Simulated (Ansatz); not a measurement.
[Ln(NH3)6]3+: PBE-D4/def2-SVP single points in Ansatz on relaxed structures, gas phase. Core potentials for Ce, Dy, Er, Eu, Gd, Ho, Nd, Pr, Sm, Tb, Tm, Yb, no spin–orbit coupling. HOMO and LUMO are taken over both spins. With an open 4f shell the SCF may have ended above the lowest state. The structures are stationary points that may keep the symmetry of their start. Remarks come from the PBE and PBE0 runs and from stability tests at other levels; not every state was tested.

```tsv
species	atoms	state	geometry	HOMO (eV)	LUMO (eV)	gap (eV)	point group (within 0.1 Å)	remarks
[Ce(NH3)6]3+ (CeN6H18³⁺)	25	doublet	PBE-D4/def2-SVP	-16.19	-15.44	0.76	–	–
[Nd(NH3)6]3+ (NdN6H18³⁺)	25	quartet	r2SCAN-D4/def2-SVP	-18.22	-16.80	1.42	–	–
[Sm(NH3)6]3+ (SmN6H18³⁺)	25	sextet	PBE-D4/def2-SVP	-18.71	-18.04	0.67	–	spin-contaminated (⟨S²⟩ up to 8.87)
[Dy(NH3)6]3+ (DyN6H18³⁺)	25	sextet	r2SCAN-D4/def2-SVP	-18.66	-17.83	0.83	–	–
[Ho(NH3)6]3+ (HoN6H18³⁺)	25	quintet	PBE-D4/def2-SVP	-19.35	-17.57	1.78	–	–
[Er(NH3)6]3+ (ErN6H18³⁺)	25	quartet	PBE-D4/def2-SVP	-19.59	-18.13	1.46	–	–
[Tm(NH3)6]3+ (TmN6H18³⁺)	25	triplet	PBE-D4/def2-SVP	-19.29	-18.56	0.73	–	–
[Yb(NH3)6]3+ (YbN6H18³⁺)	25	doublet	PBE-D4/def2-SVP	-19.41	-19.01	0.40	–	–
```

Task: Estimate the rows for [Pr(NH3)6]3+ (PrN6H18³⁺) (triplet, PBE-D4/def2-SVP geometry); [Eu(NH3)6]3+ (EuN6H18³⁺) (septet, PBE-D4/def2-SVP geometry); [Gd(NH3)6]3+ (GdN6H18³⁺) (octet, r2SCAN-D4/def2-SVP geometry); [Tb(NH3)6]3+ (TbN6H18³⁺) (septet, r2SCAN-D4/def2-SVP geometry).

Result: 
```tsv
species	atoms	state	geometry	HOMO (eV)	LUMO (eV)	gap (eV)	point group (within 0.1 Å)	remarks
[Pr(NH3)6]3+ (PrN6H18³⁺)	25	triplet	PBE-D4/def2-SVP	-17.27	-16.69	0.58	–	–
[Eu(NH3)6]3+ (EuN6H18³⁺)	25	septet	PBE-D4/def2-SVP	-18.86	-18.49	0.37	–	spin-contaminated (⟨S²⟩ up to 12.23)
[Gd(NH3)6]3+ (GdN6H18³⁺)	25	octet	r2SCAN-D4/def2-SVP	-19.58	-16.21	3.38	–	–
[Tb(NH3)6]3+ (TbN6H18³⁺)	25	septet	r2SCAN-D4/def2-SVP	-17.85	-16.88	0.97	–	–
```

The gap (eV) runs from 0.37 ([Eu(NH3)6]3+) to 3.38 ([Gd(NH3)6]3+).
